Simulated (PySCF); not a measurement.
**Bond curve of LaH**

Set-up: basis La x2c-TZVPall, H x2c-TZVPall; spin-free X2C with a Gaussian nucleus; PySCF 2.14. Energies in eV from La (5d1 6s2) + H in their ground configurations at the same level. State: triplet, about 0.0 electrons in the 4f shell (Mulliken).

All columns are PBE0. A positive dipole means La(−)H(+).

| R (Å) | E (eV) | μ (D) | Mulliken charge on La (basis-dependent) | HOMO (eV) | LUMO (eV) | Mayer bond order | ⟨S²⟩ |
| --- | --- | --- | --- | --- | --- | --- | --- |
| 1.784 | -2.354 | -2.44 | 0.27 | -3.53 | -1.36 | 0.95 | 2.00 |
| 1.867 | -2.569 | -2.74 | 0.26 | -3.61 | -1.39 | 0.95 | 2.00 |
| 1.950 | -2.695 | -3.04 | 0.26 | -3.68 | -1.42 | 0.94 | 2.00 |
| 2.012 | -2.742 | -3.27 | 0.26 | -3.74 | -1.45 | 0.94 | 2.00 |
| 2.074 | -2.756 | -3.49 | 0.26 | -3.79 | -1.49 | 0.94 | 2.00 |
| 2.136 | -2.742 | -3.72 | 0.26 | -3.85 | -1.53 | 0.94 | 2.00 |
| 2.219 | -2.691 | -4.02 | 0.26 | -3.92 | -1.59 | 0.93 | 2.00 |
| 2.323 | -2.584 | -4.40 | 0.27 | -4.00 | -1.66 | 0.93 | 2.00 |
| 2.447 | -2.413 | -4.85 | 0.27 | -4.11 | -1.74 | 0.92 | 2.00 |
| 2.613 | -2.143 | -5.44 | 0.28 | -4.22 | -1.85 | 0.92 | 2.00 |

A fit through these points gives, at Re = 2.073 Å, μ = -3.49 D and dμ/dR = -3.63 D/Å; the reduced mass is 1.001 u.

**Question.** How strong is the fundamental in the double-harmonic approximation, I = 42.26·(dμ/dR)²/μred km/mol?

**Answer.** I = 42.26·(-3.63)²/1.001 = 556 km/mol at PBE0.

Spin–orbit coupling is left out, which matters for elements this heavy, above all for dissociation energies. The state is the lowest single determinant that the PBE0 search found; with open d or f shells the true ground state can be another one.
